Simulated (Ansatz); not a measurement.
Ansatz (a first-principles code) job for H2O, SMILES O, B3LYP-D3(BJ)/def2-TZVP. 

Ansatz 0.2 input:
```yaml
crystal:
  periodic: [false, false, false]
  atoms:
    - {symbol: O, position_ang: [0.00000000, -0.00000000, -0.11380847]}
    - {symbol: H, position_ang: [-0.00000000, -0.77218865, 0.45523388]}
    - {symbol: H, position_ang: [-0.00000000, 0.77218867, 0.45523387]}
basis:
  gaussian:
    orbitals: def2-TZVP
hamiltonian:
  xc: b3lyp
  dispersion: d3bj
relax: {f_tol: 0.002, max_steps: 200}
```

Output:

```
Functional definition: B3LYP
integrals: 0.00 GiB planned
239 factors; their error is unknown
mean field: 0.07 GiB planned
mean field evaluation 1: about -2076.0729 eV, gradient 5.4e1 eV
mean field evaluation 2: about -2068.2263 eV, gradient 8.6e1 eV
mean field evaluation 4: about -2080.6589 eV, gradient 2.4e-1 eV
mean field evaluation 8: about -2080.6613 eV, gradient 3.0e-3 eV
mean field -2080.66126185 eV, -76.4628910502 hartree, gradient 3.8e-6 eV, S^2 0.000000; 0 other end points of the search recorded, 0 dependent functions left out
the calculation of the forces begins
reference -2080.66139713 eV, -76.4628960215 hartree; 5, 5 occupied and 38, 38 virtual orbitals, 239 factors
relax step   1: F+E_penalty+E_count = -2080.67687355 eV  Δ(F+E_penalty+E_count) = +0.000e0 eV  max|allowed force component| = 3.740e-1 eV/Å  Δτ_max = 0.0000 Å  (25 SCF iters, accepted)
these checks for a lower state are left out or cut short: starts, cluster_reference, orbital_swaps, neighbouring_geometries, increment
integrals: 0.00 GiB planned
239 factors; their error is unknown
mean field: 0.07 GiB planned
mean field evaluation 16: about -2080.6608 eV, gradient 2.9e-4 eV
mean field -2080.66305483 eV, -76.4629569408 hartree, gradient 1.1e-5 eV, S^2 0.000000; 0 other end points of the search recorded, 0 dependent functions left out
the calculation of the forces begins
reference -2080.66319062 eV, -76.4629619312 hartree; 5, 5 occupied and 38, 38 virtual orbitals, 239 factors
relax step   2: F+E_penalty+E_count = -2080.67866766 eV  Δ(F+E_penalty+E_count) = -1.794e-3 eV  max|allowed force component| = 2.000e-1 eV/Å  Δτ_max = 0.0042 Å  (27 SCF iters, accepted)
these checks for a lower state are left out or cut short: starts, cluster_reference, orbital_swaps, neighbouring_geometries, increment
integrals: 0.00 GiB planned
239 factors; their error is unknown
mean field: 0.07 GiB planned
mean field -2080.66398190 eV, -76.4629910101 hartree, gradient 1.1e-5 eV, S^2 0.000000; 0 other end points of the search recorded, 0 dependent functions left out
the calculation of the forces begins
reference -2080.66411820 eV, -76.4629960190 hartree; 5, 5 occupied and 38, 38 virtual orbitals, 239 factors
relax step   3: F+E_penalty+E_count = -2080.67959685 eV  Δ(F+E_penalty+E_count) = -9.292e-4 eV  max|allowed force component| = 3.883e-2 eV/Å  Δτ_max = 0.0070 Å  (28 SCF iters, accepted)
these checks for a lower state are left out or cut short: starts, cluster_reference, orbital_swaps, neighbouring_geometries, increment
integrals: 0.00 GiB planned
239 factors; their error is unknown
mean field: 0.07 GiB planned
mean field evaluation 32: about -2080.6619 eV, gradient 5.2e-5 eV
mean field -2080.66401909 eV, -76.4629923767 hartree, gradient 1.1e-5 eV, S^2 0.000000; 0 other end points of the search recorded, 0 dependent functions left out
the calculation of the forces begins
reference -2080.66415551 eV, -76.4629973901 hartree; 5, 5 occupied and 38, 38 virtual orbitals, 239 factors
relax step   4: F+E_penalty+E_count = -2080.67963375 eV  Δ(F+E_penalty+E_count) = -3.690e-5 eV  max|allowed force component| = 2.104e-2 eV/Å  Δτ_max = 0.0017 Å  (29 SCF iters, accepted)
these checks for a lower state are left out or cut short: starts, cluster_reference, orbital_swaps, neighbouring_geometries, increment
integrals: 0.00 GiB planned
239 factors; their error is unknown
mean field: 0.07 GiB planned
mean field -2080.66402697 eV, -76.4629926665 hartree, gradient 1.1e-5 eV, S^2 0.000000; 0 other end points of the search recorded, 0 dependent functions left out
the calculation of the forces begins
reference -2080.66416333 eV, -76.4629976777 hartree; 5, 5 occupied and 38, 38 virtual orbitals, 239 factors
relax step   5: F+E_penalty+E_count = -2080.67964165 eV  Δ(F+E_penalty+E_count) = -7.906e-6 eV  max|allowed force component| = 3.447e-5 eV/Å  Δτ_max = 0.0004 Å  (28 SCF iters, accepted)
integrals: 0.00 GiB planned
239 factors; their error is unknown
mean field: 0.07 GiB planned
mean field evaluation 64: about -2080.6640 eV, gradient 1.2e-4 eV
mean field -2080.66402697 eV, -76.4629926665 hartree, gradient 1.1e-5 eV, S^2 0.000000; 1 other end points of the search recorded, 0 dependent functions left out
the calculation of the forces begins
reference -2080.66416333 eV, -76.4629976777 hartree; 5, 5 occupied and 38, 38 virtual orbitals, 239 factors
Total energy: -2080.67977801 eV, -76.4635715066 hartree
Atom 0 at     0.000000    -0.000000    -0.124074 Å, force    -0.000000     0.000000     0.000019 eV/Å
Atom 1 at    -0.000000    -0.765012     0.460367 Å, force    -0.000000     0.000034    -0.000010 eV/Å
Atom 2 at     0.000000     0.765012     0.460367 Å, force     0.000000    -0.000034    -0.000010 eV/Å
Dipole moment:    -0.000000    -0.000000     0.429640 e Å
```

Self-consistency was reached.
